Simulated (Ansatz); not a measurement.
```yaml
crystal:
  periodic: [false, false, false]
  atoms:
    - {symbol: O, position_ang: [1.623639, 0.083306, 2.131329]}
    - {symbol: B, position_ang: [0.320437, -0.306147, 1.861002]}
    - {symbol: F, position_ang: [-0.439232, -0.795266, 2.867730]}
    - {symbol: O, position_ang: [-0.431438, 0.897952, 1.250955]}
    - {symbol: C, position_ang: [-0.512694, 1.089494, 0.006556]}
    - {symbol: C, position_ang: [-1.106817, 2.446393, -0.374717]}
    - {symbol: F, position_ang: [-1.142595, 2.599640, -1.696441]}
    - {symbol: F, position_ang: [-2.345986, 2.545364, 0.093545]}
    - {symbol: F, position_ang: [-0.376232, 3.425576, 0.142446]}
    - {symbol: C, position_ang: [-0.147164, 0.166753, -0.957601]}
    - {symbol: C, position_ang: [0.235288, -1.074572, -0.480623]}
    - {symbol: C, position_ang: [0.513528, -2.241144, -1.429957]}
    - {symbol: F, position_ang: [0.395758, -1.863490, -2.700860]}
    - {symbol: F, position_ang: [1.743846, -2.699780, -1.239970]}
    - {symbol: F, position_ang: [-0.348802, -3.225524, -1.202372]}
    - {symbol: O, position_ang: [0.352030, -1.369599, 0.740499]}
    - {symbol: H, position_ang: [1.863577, -0.041053, 3.050526]}
    - {symbol: H, position_ang: [-0.234642, 0.373494, -2.010248]}
basis:
  gaussian: {orbitals: def2-TZVP}
total_charge: 1
magnetization: {spin_polarized: true, initial_magnetization: 9}
hamiltonian: {xc: {name: B2GP-PLYP}}
output: {forces: true}
```

```sh
$ ansatz run in.yaml --threads 11 --pin off --events-out ev --progress --plain --max-ram 174080MiB --backend cuda --devices 0, --max-vram 75GiB
```

Shortened log:

```
Functional definition: B2GP-PLYP
3419 factors; integrals over basis functions are off by at most 1.1e-3 eV
mean field evaluation 1: about -30948.2484 eV, gradient 5.4e1 eV
mean field evaluation 2: about -30948.2616 eV, gradient 5.4e1 eV
mean field evaluation 4: about -30955.8742 eV, gradient 3.6e1 eV
mean field evaluation 8: about -30964.6627 eV, gradient 5.0e0 eV
mean field evaluation 16: about -30966.1123 eV, gradient 4.0e-1 eV
mean field evaluation 32: about -30966.1241 eV, gradient 1.3e-2 eV
mean field evaluation 64: about -30966.1242 eV, gradient 6.2e-5 eV
mean field -30966.12420715 eV, -1137.9840750199 hartree, gradient 8.9e-6 eV, S^2 24.792098; 7 other end points of the search recorded, 0 dependent functions left out
16 core orbitals not correlated: weight in the atoms' cores, before any rotation towards them, 1.000 or more for the frozen orbitals, at most 0.000 for the correlated occupied ones
reference -30966.12435806 eV, -1137.9840805658 hartree; 50, 41 occupied and 442, 451 virtual orbitals, 3419 factors
second order -97.65142420 eV of doubles, -0.00000000 eV of singles
Total energy: -31001.27887077 eV, -1139.2759850794 hartree
Atom 0 at     1.623639     0.083306     2.131329 Å, force     1.411581     2.030655    -6.391236 eV/Å
Atom 1 at     0.320437    -0.306147     1.861002 Å, force    -1.574773    -3.056734     2.808612 eV/Å
Atom 2 at    -0.439232    -0.795266     2.867730 Å, force     0.441691     0.704865    -1.486324 eV/Å
Atom 3 at    -0.431438     0.897952     1.250955 Å, force    -1.011611    -1.489830    12.123453 eV/Å
Atom 4 at    -0.512694     1.089494     0.006556 Å, force    -2.553042     9.125058    -9.243926 eV/Å
Atom 5 at    -1.106817     2.446393    -0.374717 Å, force    -0.742427    -3.346027     3.815533 eV/Å
Atom 6 at    -1.142595     2.599640    -1.696441 Å, force    -0.111520     1.147283    -3.434271 eV/Å
Atom 7 at    -2.345986     2.545364     0.093545 Å, force    -2.118156    -0.489660    -0.602884 eV/Å
Atom 8 at    -0.376232     3.425576     0.142446 Å, force     2.893293     2.001026     0.034239 eV/Å
Atom 9 at    -0.147164     0.166753    -0.957601 Å, force    -1.248555     2.476231    -5.437123 eV/Å
Atom 10 at     0.235288    -1.074572    -0.480623 Å, force     1.908082    -6.480039     3.251798 eV/Å
Atom 11 at     0.513528    -2.241144    -1.429957 Å, force     1.436422    -3.369138    -2.742189 eV/Å
Atom 12 at     0.395758    -1.863490    -2.700860 Å, force    -0.175212     0.482865     1.262742 eV/Å
Atom 13 at     1.743846    -2.699780    -1.239970 Å, force    -0.471479     0.357838     0.123766 eV/Å
Atom 14 at    -0.348802    -3.225524    -1.202372 Å, force     0.027693     0.634925     0.269606 eV/Å
Atom 15 at     0.352030    -1.369599     0.740499 Å, force    -0.792891     0.469540    -1.375700 eV/Å
Atom 16 at     1.863577    -0.041053     3.050526 Å, force     2.394453    -0.992675     7.483025 eV/Å
Atom 17 at    -0.234642     0.373494    -2.010248 Å, force     0.286451    -0.206183    -0.459121 eV/Å
Dipole moment:    -0.356398     0.384349    -0.838049 e Å
```

(1) Something in this input is off. What?

## Answers

(1) The spin is set far too high for this molecule. The run converged. The result belongs to that input, not to the molecule as meant.
